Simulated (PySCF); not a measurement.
CH₃ClF₂NNb, multiplicity 1. Atoms are numbered in the order given.

```xyz
9

Nb    -0.3146     0.0988     0.0000
N      0.4635    -1.4425     0.0000
C      1.1039    -2.7062     0.0000
H      0.8251    -3.2886     0.8943
H      2.2001    -2.5816     0.0000
H      0.8251    -3.2886    -0.8943
F     -1.3488     0.1711     1.5537
F     -1.3488     0.1711    -1.5537
Cl     1.3799     1.6684     0.0000
```

Coordinates come from a PBE0-D3(BJ)/def2-SVP optimisation. The spin state was assumed, not searched. The structure was generated by enumeration; whether it is a known compound was not checked. The def2 effective core potentials stand for the cores of Nb; spin–orbit coupling is left out.

Level of theory: PBE/def2-TZVP (PySCF).

Symmetry labels are those of the subgroup Cs that the program uses (full group Cs).

Task: List the valence orbital energies around the gap with their symmetry. (The exact figures need the calculation; the answer reports its results.)

Result: 
```
orbital  symmetry  energy (eV)
-------  --------  -----------
HOMO−7         A"       -10.53
HOMO−6         A'       -10.11
HOMO−5         A"       -10.00
HOMO−4         A'        -9.33
HOMO−3         A'        -8.41
HOMO−2         A"        -8.27
HOMO−1         A"        -6.89
HOMO           A'        -6.86
LUMO           A"        -2.70
LUMO+1         A'        -2.65
LUMO+2         A'        -1.45
LUMO+3         A'        -1.38
```
